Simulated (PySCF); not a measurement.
Gas-phase reaction: WO3 + 6 HOCl = WCl6 + 3 H2O2 + O3

Energies from PySCF (xtb for GFN2), thermal terms from the rigid-rotor harmonic-oscillator model, ideal gas at 1 bar. S°(298 K) at PBE0/def2-TZVP differs from the NASA 1993 table for H2O2 (-8 J/mol/K); whether the harmonic model or the table's entry is off was not settled. † marks an energy on the PBE0/def2-TZVP geometry and frequencies; other levels use their own. MP2 freezes the core. All species are closed-shell singlets. B3LYP is the form with VWN-RPA correlation. W: scalar-relativistic def2 core potential, no spin-orbit coupling. No R ln 2 is added for the mirror-image form of H2O2. MP2 isn't extrapolated to the basis-set limit; its ΔH°(298 K) is -40.0 kJ in def2-SVP and 24.3 kJ in def2-TZVPP. The harmonic model lacks anharmonicity and excited electronic states, which grow with temperature; levels with a mode under 35 cm⁻¹ are left out. Strong static correlation: O3. Internal rotation in H2O2 is treated as a harmonic vibration of one conformer, which makes the entropy rough. Soft modes under 120 cm⁻¹ make the harmonic entropy rough for WCl6. Warning, point group unlike the PBE0 one: H2O2 (GFN2-xTB).

```tsv
level	ΔE electronic, kJ	ΔH°(298 K), kJ	ΔS°(298 K), J/K	ΔG°(1400 K), kJ
B3LYP/def2-TZVP†	37	56	-368	542
GFN2-xTB	-449	-425	-355	47
M06-2X/def2-TZVP†	64	82	-368	569
MP2/def2-TZVPP†	6	24	-368	511
PBE/def2-TZVP†	-53	-35	-368	452
PBE0/def2-SVP†	-136	-118	-368	368
PBE0/def2-TZVP	-25	-6	-368	480
LDA/def2-TZVP†	-152	-133	-368	353
ωB97M-V/def2-TZVP†	11	29	-368	516
ωB97X-V/def2-TZVP†	9	28	-368	514
```
ΔH° is lowest at GFN2-xTB and highest at M06-2X/def2-TZVP†. No reference value is set beside these.
